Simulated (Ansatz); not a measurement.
Two members of one family (GaSb nanocrystals, H-capped), computed with Ansatz in the gas phase; def2 core potentials for Sb, no spin–orbit coupling. Binding counts from free atoms in the multiplicity of their measured ground term, without zero-point energy. Sets without diffuse functions give affinities that are too small. A dash marks a value that wasn't run or was left out as unsound. The structures are stationary points that may keep the symmetry of their start. Remarks come from the PBE and PBE0 runs and from stability tests at other levels; not every state was tested. A HOMO above zero means that the electron is unbound at that level and held by the basis, or that self-interaction error raises the level; the energy of removing that electron tells which. HOMO above LUMO (over both spins in singlets and doublets, within one spin in higher multiplets; at PBE or PBE0), or a gap under 0.15 eV within one spin, warns that the state may not be the lowest or that an electron is smeared out.

First: Ga3Sb3H12, cut from wurtzite (singlet, charge 0, PBE-D4/def2-SVP geometry).

```xyz
18

Sb   -2.3203    0.1782    0.3340
Ga   -1.4700   -2.3843    0.5714
Sb    1.1543   -1.8212    0.9394
Ga   -1.4045    2.1038   -1.3384
Sb    1.2089    1.9089   -0.6477
Ga    2.7774   -0.2994   -0.6063
H    -4.0296    0.1328    0.1743
H    -2.3192    0.8494    1.9150
H    -2.0525   -2.9896    1.9064
H    -1.5803   -3.0139   -0.8703
H     1.3214   -1.2500    2.5500
H     1.9610   -3.3137    1.2089
H    -1.9548    3.4993   -0.8533
H    -1.5142    1.5055   -2.7935
H     1.3752    2.6655    0.8853
H     2.0579    3.1174   -1.5229
H     2.6983   -0.9164   -2.0556
H     4.0911    0.0275    0.2034
```

| level | HOMO (eV) | LUMO (eV) | gap (eV) | vertical EA (eV) | binding per atom (eV) |
| --- | --- | --- | --- | --- | --- |
| PBE-D4/def2-SVP | -6.36 | -2.22 | 4.14 | – | 2.27 |
| PBE-D4/def2-TZVP | -6.40 | -2.30 | 4.10 | 0.57 | 2.27 |
| r2SCANh-D4/def2-TZVP | -7.00 | -1.92 | 5.08 | – | 2.28 |
| PBE0-D4/def2-SVP | -7.35 | -1.55 | 5.81 | – | 2.26 |
| PBE0-D4/def2-TZVP | -7.37 | -1.60 | 5.77 | 0.43 | 2.26 |

Remarks: HOMO above zero (-1 doublet).

Second: Ga4Sb4H14, cut from wurtzite (singlet, charge 0, PBE-D4/def2-SVP geometry).

```csv
atom,x (Å),y (Å),z (Å)
Ga1,-2.0999,0.5130,2.1448
Sb2,-0.0454,2.2189,1.4519
Ga3,0.7317,-2.8114,0.9142
Sb4,-1.5064,-1.4323,0.4020
Sb5,2.5126,-0.7867,0.3341
Ga6,1.7359,1.6489,-0.4648
Ga7,-1.9532,-0.8584,-2.1764
Sb8,0.0802,0.9841,-2.4622
H9,-1.7383,0.1004,3.6242
H10,-3.3831,1.3189,1.7025
H11,0.9169,2.7012,2.7894
H12,-0.5917,3.7985,1.0583
H13,0.9401,-3.0307,2.4625
H14,1.0296,-3.8764,-0.2114
H15,-2.7296,-2.5961,0.7303
H16,3.6147,-0.4735,1.6133
H17,3.7089,-1.2444,-0.8103
H18,2.8574,2.7158,-0.7662
H19,-3.2517,0.0189,-2.3609
H20,-1.4974,-2.0354,-3.1234
H21,-0.4597,2.4941,-3.0766
H22,1.1284,0.6322,-3.7754
```

Problem. Estimate how these quantities change from the first to the second (second minus first).

Solution. 
| level | Δ HOMO (eV) | Δ LUMO (eV) | Δ gap (eV) | Δ vertical EA (eV) | Δ binding per atom (eV) |
| --- | --- | --- | --- | --- | --- |
| PBE-D4/def2-SVP | 0.31 | 0.10 | -0.21 | – | 0.03 |
| PBE-D4/def2-TZVP | 0.30 | 0.08 | -0.22 | 0.05 | 0.03 |
| r2SCANh-D4/def2-TZVP | 0.32 | 0.07 | -0.25 | – | 0.02 |
| PBE0-D4/def2-SVP | 0.33 | 0.10 | -0.24 | – | 0.03 |
| PBE0-D4/def2-TZVP | 0.32 | 0.07 | -0.25 | 0.01 | 0.03 |

Remarks: HOMO above zero (-1 doublet), gap within one spin near zero at PBE or PBE0 (-1 doublet).
